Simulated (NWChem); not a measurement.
System meant: naphthalene (C10H8); SMILES c1ccc2ccccc2c1

The following NWChem deck was run.

```
start job
memory heap 200 mb stack 900 mb global 1100 mb
geometry units angstroms noautoz
  C      0.710912    -2.446837     0.000000
  C     -0.710912    -2.446837     0.000000
  C     -1.410047    -1.249357     0.000000
  C     -0.721929     0.000000     0.000000
  C     -1.410047     1.249357     0.000000
  C     -0.710912     2.446837     0.000000
  C      0.710912     2.446837     0.000000
  C      1.410047     1.249357     0.000000
  C      0.721929     0.000000     0.000000
  C      1.410047    -1.249357     0.000000
  H      1.254920    -3.403608     0.000000
  H     -1.254920    -3.403608     0.000000
  H     -2.511410    -1.245480     0.000000
  H     -2.511410     1.245480     0.000000
  H     -1.254920     3.403608     0.000000
  H      1.254920     3.403608     0.000000
  H      2.511410     1.245480     0.000000
  H      2.511410    -1.245480     0.000000
end
basis spherical
  * library def2-svp
end
dft
  xc b3lyp
  iterations 4
  semidirect filesize 400000000
  mulliken
end
task dft energy
```

End of the output:

```
    Atom       Charge   Shell Charges
 -----------   ------   -------------------------------------------------------
    1 C    6     6.03   1.97  0.61  0.30  1.90  1.18  0.09
    2 C    6     6.03   1.97  0.61  0.30  1.90  1.18  0.09
    3 C    6     6.02   1.97  0.61  0.29  1.90  1.17  0.09
    4 C    6     6.02   1.96  0.61  0.27  1.94  1.13  0.11
    5 C    6     6.02   1.97  0.61  0.29  1.90  1.17  0.09
    6 C    6     6.03   1.97  0.61  0.30  1.90  1.18  0.09
    7 C    6     6.03   1.97  0.61  0.30  1.90  1.18  0.09
    8 C    6     6.02   1.97  0.61  0.29  1.90  1.17  0.09
    9 C    6     6.02   1.96  0.61  0.27  1.94  1.13  0.11
   10 C    6     6.02   1.97  0.61  0.29  1.90  1.17  0.09
   11 H    1     0.97   0.63  0.27  0.07
   12 H    1     0.97   0.63  0.27  0.07
   13 H    1     0.97   0.63  0.27  0.07
   14 H    1     0.97   0.63  0.27  0.07
   15 H    1     0.97   0.63  0.27  0.07
   16 H    1     0.97   0.63  0.27  0.07
   17 H    1     0.97   0.63  0.27  0.07
   18 H    1     0.97   0.63  0.27  0.07

 center of mass
 --------------
 x =   0.00000000 y =   0.00000000 z =   0.00000000

 moments of inertia (a.u.)
 ------------------
        1482.897394884010           0.000000000000           0.000000000000
           0.000000000000         585.573283051320           0.000000000000
           0.000000000000           0.000000000000        2068.470677935331

     Multipole analysis of the density
     ---------------------------------

     L   x y z        total         alpha         beta         nuclear
     -   - - -        -----         -----         ----         -------
     0   0 0 0     -0.000000    -34.000000    -34.000000     68.000000

     1   1 0 0     -0.000000     -0.000000     -0.000000      0.000000
     1   0 1 0      0.000000      0.000000      0.000000      0.000000
     1   0 0 1     -0.000000     -0.000000     -0.000000      0.000000

     2   2 0 0    -38.678657   -193.659542   -193.659542    348.640428
     2   1 1 0     -0.000000     -0.000000     -0.000000      0.000000
     2   1 0 1     -0.000000     -0.000000     -0.000000      0.000000
     2   0 2 0    -38.564825   -436.548373   -436.548373    834.531920
     2   0 1 1     -0.000000     -0.000000     -0.000000      0.000000
     2   0 0 2    -47.061594    -23.530797    -23.530797      0.000000

 ------------------------------------------------------------------------
 dft energy failed                                                                                  0
 ------------------------------------------------------------------------
 ------------------------------------------------------------------------
  current input line :
    32: task dft energy
 ------------------------------------------------------------------------
 ------------------------------------------------------------------------
 This type of error is most commonly associated with calculations not reaching convergence criteria
 ------------------------------------------------------------------------
 For more information see the NWChem manual at https://nwchemgit.github.io

0:dft energy failed:Received an Error in Communication
```

Problem. Find the fault in this run and fix the input.

Solution. The run did not converge; its last values are not results. Cause: the SCF was allowed too few iterations. This input runs:
```
start job
memory heap 200 mb stack 900 mb global 1100 mb
geometry units angstroms noautoz
  C      0.710912    -2.446837     0.000000
  C     -0.710912    -2.446837     0.000000
  C     -1.410047    -1.249357     0.000000
  C     -0.721929     0.000000     0.000000
  C     -1.410047     1.249357     0.000000
  C     -0.710912     2.446837     0.000000
  C      0.710912     2.446837     0.000000
  C      1.410047     1.249357     0.000000
  C      0.721929     0.000000     0.000000
  C      1.410047    -1.249357     0.000000
  H      1.254920    -3.403608     0.000000
  H     -1.254920    -3.403608     0.000000
  H     -2.511410    -1.245480     0.000000
  H     -2.511410     1.245480     0.000000
  H     -1.254920     3.403608     0.000000
  H      1.254920     3.403608     0.000000
  H      2.511410     1.245480     0.000000
  H      2.511410    -1.245480     0.000000
end
basis spherical
  C library def2-svp
  H library def2-svp
end
dft
  xc b3lyp
  iterations 150
  semidirect filesize 400000000
  mulliken
end
task dft energy
```
It converges to -385.61867 Ha (B3LYP/def2-SVP).
